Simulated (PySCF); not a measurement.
InBr3, SMILES [Br][In]([Br])[Br].

The structure is a stationary point at PBE-D3(BJ)/def2-SVP. The isomer is the one that the SMILES or the coordinates give; other isomers of the formula were not compared. The def2 effective core potentials stand for the cores of In; spin–orbit coupling is left out.

Method: TDA-PBE/def2-SVPD (PySCF).

Vertical excitations; the highest root listed may be one member of a degenerate set. The molecule is in vacuum. State labels are in the subgroup C2v.

```csv
state,symmetry,energy (eV),λ (nm),f,main pairs
S1,B1,3.41,364,0.000,HOMO→LUMO 100 %
S2,A2,3.59,345,0.000,HOMO−3→LUMO (degenerate set)
S3,B2,3.59,345,0.000,HOMO−4→LUMO (degenerate set)
S4,B1,3.68,337,0.029,HOMO−1→LUMO (degenerate set)
S5,A1,3.68,337,0.029,HOMO−2→LUMO (degenerate set)
S6,B2,4.08,304,0.018,HOMO−5→LUMO 100 %
S7,A2,4.70,264,0.000,HOMO→LUMO+1 100 %
S8,A2,4.89,254,0.000,HOMO−1→LUMO+1 (degenerate set)
S9,B2,4.89,254,0.000,HOMO−2→LUMO+1 (degenerate set)
S10,A1,4.98,249,0.000,"HOMO−4→LUMO+1 76 %, HOMO−6→LUMO 24 %"
T1,B1,3.13,397,0,HOMO→LUMO 100 %
T2,A1,3.30,376,0,HOMO−2→LUMO (degenerate set)
T3,B1,3.30,376,0,HOMO−1→LUMO (degenerate set)
T4,B2,3.32,373,0,HOMO−4→LUMO 100 %
```
Triplets are in the Tamm–Dancoff approximation.
